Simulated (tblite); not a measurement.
Isomers of C5H7N3O. Level: GFN2-xTB in tblite, geometry and Hessian alike; calculated harmonic values, unscaled, isolated species. Errors from tens to a few hundred cm⁻¹ against measured bands are possible. One conformer each.

Electronic energies: GFN2-xTB at the same geometries; isomer energies are rough at this level and their order can be wrong.

```csv
SMILES,"electronic energy, lowest = 0 (kJ/mol)"
CCn1ncc(C=O)n1,40.2
C=N[C@H](C)c1ncno1,121.8
CC(=O)c1cn(C)nn1,27.6
CC(=O)n1cc(C)nn1,0.0
```

How do GFN2-xTB zero-point energies change the relative energies?

```
            SMILES  ZPE (kJ/mol)  of it from modes above 1550 cm⁻¹  electronic (kJ/mol)  with ZPE, lowest = 0 (kJ/mol)  lowest mode (cm⁻¹)  rings
  CC(=O)n1cc(C)nn1         316.3                             148.4                  0.0                            0.0                  28      1
  CC(=O)c1cn(C)nn1         316.9                             138.3                 27.6                           28.2                  44      1
    CCn1ncc(C=O)n1         319.6                             137.0                 40.2                           43.6                  20      1
C=N[C@H](C)c1ncno1         317.0                             146.5                121.8                          122.5                  26      1
```

The zero-point energies span 3.3 kJ/mol, from `CC(=O)n1cc(C)nn1` to `CCn1ncc(C=O)n1`. The order is unchanged.
